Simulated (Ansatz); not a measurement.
Pb2O⁺, relaxed as a doublet with UKS PBE-D4/def2-TZVP in Ansatz, starting from the GFN1-xTB geometry. Force threshold 0.02 eV/Å.

In the def2 sets Pb takes a core potential; there is no spin–orbit coupling. The relaxation made no stability test and no search for a lower SCF solution. The structure comes from a short search, and lower isomers may exist.

Start:

| atom | x (Å) | y (Å) | z (Å) |
| --- | --- | --- | --- |
| Pb1 | 0.6739 | 1.4081 | -0.6340 |
| Pb2 | -0.5711 | -0.8764 | 1.3211 |
| O3 | -0.1028 | -0.5318 | -0.6871 |

| step | energy (eV) | largest force component (eV/Å) | SCF passes |
| --- | --- | --- | --- |
| 1 | -12539.2178 | 0.360 | 23 |
| 2 | -12539.2195 | 0.287 | 25 |
| 3 | -12539.2317 | 0.012 | 22 |

Force components are those of the run's own axes.

End:

```csv
atom,x (Å),y (Å),z (Å)
Pb1,0.691,1.436,-0.672
Pb2,-0.591,-0.918,1.341
O3,-0.100,-0.518,-0.669
```

By distances, no bond broke or formed. The bond that changes most is Pb1–O3, from 2.09 to 2.11 Å (atoms count from 1).

No frequencies were taken in this run, so the end may be a saddle point.

Hardware: 4 threads of Arm Neoverse V1 on a shared host. Wall time 3.6 s.
